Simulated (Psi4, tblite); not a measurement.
Intermolecular potential of C4H4S ··· CH4S (SMILES c1ccsc1 and CS). Monomers: optimised at B3LYP-D3(BJ) (def2-TZVP), held rigid. Orientation: lowest of the rigid-body minima from ten starts at GFN2-xTB. Only R, the distance of the centres of mass, is varied, so the lowest point isn't the relaxed dimer.

Levels: GFN2-xTB (tblite); SAPT0/jun-cc-pVDZ, frozen core (Psi4).

Interaction energies in kJ/mol; the last columns give the difference from SAPT0:

```json
[
 {"R / Å": "3.20", "GFN2-xTB": "8.25", "SAPT0/jun-cc-pVDZ": "31.01", "GFN2-xTB − SAPT0/jun-cc-pVDZ": "-22.76"},
 {"R / Å": "3.42", "GFN2-xTB": "-7.31", "SAPT0/jun-cc-pVDZ": "5.08", "GFN2-xTB − SAPT0/jun-cc-pVDZ": "-12.39"},
 {"R / Å": "3.63", "GFN2-xTB": "-12.23", "SAPT0/jun-cc-pVDZ": "-6.02", "GFN2-xTB − SAPT0/jun-cc-pVDZ": "-6.21"},
 {"R / Å": "3.80", "GFN2-xTB": "-12.90", "SAPT0/jun-cc-pVDZ": "-9.73", "GFN2-xTB − SAPT0/jun-cc-pVDZ": "-3.17"},
 {"R / Å": "3.99", "GFN2-xTB": "-12.13", "SAPT0/jun-cc-pVDZ": "-10.92", "GFN2-xTB − SAPT0/jun-cc-pVDZ": "-1.22"},
 {"R / Å": "4.18", "GFN2-xTB": "-10.76", "SAPT0/jun-cc-pVDZ": "-10.52", "GFN2-xTB − SAPT0/jun-cc-pVDZ": "-0.23"},
 {"R / Å": "4.49", "GFN2-xTB": "-8.32", "SAPT0/jun-cc-pVDZ": "-8.68", "GFN2-xTB − SAPT0/jun-cc-pVDZ": "0.36"},
 {"R / Å": "4.83", "GFN2-xTB": "-6.03", "SAPT0/jun-cc-pVDZ": "-6.55", "GFN2-xTB − SAPT0/jun-cc-pVDZ": "0.52"},
 {"R / Å": "5.34", "GFN2-xTB": "-3.58", "SAPT0/jun-cc-pVDZ": "-4.18", "GFN2-xTB − SAPT0/jun-cc-pVDZ": "0.60"},
 {"R / Å": "6.01", "GFN2-xTB": "-1.76", "SAPT0/jun-cc-pVDZ": "-2.40", "GFN2-xTB − SAPT0/jun-cc-pVDZ": "0.64"},
 {"R / Å": "7.00", "GFN2-xTB": "-0.63", "SAPT0/jun-cc-pVDZ": "-1.19", "GFN2-xTB − SAPT0/jun-cc-pVDZ": "0.56"},
 {"R / Å": "8.27", "GFN2-xTB": "-0.20", "SAPT0/jun-cc-pVDZ": "-0.57", "GFN2-xTB − SAPT0/jun-cc-pVDZ": "0.37"}
]
```

GFN2-xTB is furthest from SAPT0/jun-cc-pVDZ at 3.20 (-22.76 kJ/mol, below); its mean absolute difference over the points is 4.09 kJ/mol.
